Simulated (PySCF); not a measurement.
The numbers below are computed, except where a source is named.
CH2Cl3Si

The system: CH2Cl3Si, a small molecule (built as: Si site whose three back bonds go to Cl, Cl, Cl; end group CH2); neutral, doublet. The structure, one conformer, was relaxed in the gas phase by PBE0-D3(BJ)/def2-SVP. No frequency run checks that it is a minimum.

SMILES: [CH2][Si](Cl)(Cl)Cl

```tsv
atom	x (Å)	y (Å)	z (Å)
Si1	0.613	-0.071	-0.074
Cl2	1.417	1.803	-0.275
Cl3	1.228	-1.242	-1.639
Cl4	1.344	-0.890	1.661
C5	-1.209	0.023	-0.038
H6	-1.832	-0.802	-0.397
H7	-1.733	0.888	0.380
```

EPR values by unrestricted B3LYP, IGLO-III on C Cl Si, pcH-1 on H.

**Question.** Predict g and the largest hyperfine couplings. Where does the spin sit?

**Answer.** g = 2.0006, 2.0026, 2.0030. The spin sits on C5 (102 %, bonded to 1 Si + 2 H) by Mulliken populations.
| atom | isotope | isotropic (MHz) | dipolar, principal values (MHz) |
| --- | --- | --- | --- |
| C5 | 13C | 76.1 | -75.1, -74.7, 149.8 |
| H6 | 1H | -58.7 | -36.0, -1.6, 37.6 |
| H7 | 1H | -58.7 | -36.0, -1.6, 37.6 |
| Si1 | 29Si | 57.8 | -4.8, 1.4, 3.4 |
| Cl4 | 35Cl | 9.2 | -7.9, -7.4, 15.3 |
| Cl2 | 35Cl | 1.9 | -3.0, -2.4, 5.5 |

**Question.** How do the isotropic couplings move with BHandHLYP?

**Answer.** C5 76.1 to 97.4 MHz, H6 -58.7 to -68.0 MHz, H7 -58.7 to -68.0 MHz, Si1 57.8 to 67.5 MHz.
